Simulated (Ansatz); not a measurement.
Ansatz results at the PBE0-D4/def2-TZVP geometry: size of the dipole moment (PBE/def2-TZVPP) 2.46 D; size of the dipole moment (ωB97M-V/def2-TZVPP) 2.66 D; LUMO energy (PBE0/def2-TZVPP) 0.23 eV.

Each molecule was computed in one conformer, which needn't be the lowest.

Which molecule gave them?
A. `[OH][Al]([F])[SeH]`
B. `[CH3][GeH]([NH2])[OH]`
C. `NC[O][GeH3]`
D. `[NH2][GeH2][CH2]O`

D. The others give `NC[O][GeH3]`: 0.61, 0.88, 0.39; `[CH3][GeH]([NH2])[OH]`: 2.21, 2.29, 0.75; `[OH][Al]([F])[SeH]`: 1.78, 1.76, -0.84.
